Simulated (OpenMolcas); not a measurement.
Computed levels of 5s² 5p in ions with 49 electrons, in cm-1 above ²P°_1/2.

```yaml
Program: OpenMolcas 26.06
Method: MS-CASPT2, IPEA 0.25 Eh, imaginary shift 0.1 Eh
Basis: ANO-R2
Scalar_Hamiltonian: X2C, finite nucleus
Spin-orbit_coupling: RASSI with atomic mean-field integrals over the reference wave functions, term energies averaged over their components
```

Active space for each ion: 3 electrons in 4 orbitals (5s 5p); closed shells correlated by CASPT2: 4d.

```csv
Level,Te3+,Xe5+
²P°_3/2,8110,13950
```

Problem. Estimate ²P°_3/2 for I4+ from its neighbours Te3+ and Xe5+.

Solution. ²P°_3/2 is fine structure, which grows about as the fourth power of a screened charge, so the fourth roots are averaged: ((8110^0.25 + 13950^0.25) / 2)^4 = 10735. The calculation gives 10830, so the estimate is off by -0.9 %.

Over all roots computed the reference weight is 0.86 to 0.94 in Te3+, 0.86 to 0.95 in I4+, 0.86 to 0.95 in Xe5+; the roots of lowest weight are the least certain, and an intruder state may touch them. Levels of configurations outside the active space are missing.

° marks odd parity.
